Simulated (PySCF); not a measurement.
# Correlation energy of Rh²⁺ (rhodium, charge +2)

[Kr] 4d6 5p1, one real determinant (an excited configuration). Computed with PySCF 2.14 in aug-cc-pwCVDZ-PP with ECP28MDF (6s6p5d3f, 70 functions), with scalar relativity through the core potential. Frozen: 4s2 4p6; 7 electrons correlated.

```
  level  correlation energy (mhartree)
   CCSD                        -128.62
    (T)                          -2.59
CCSD(T)                        -131.21
```

Diagnostics: T1 = 0.0064, D1 = 0.0232, largest double amplitude 0.093.

Is a single reference adequate?

Mostly. T1 lies below 0.03, but a double amplitude of this size points to a near-degeneracy that CCSD handles and MP2 describes poorly.

The reference is one real determinant that mixes LS terms of this configuration.
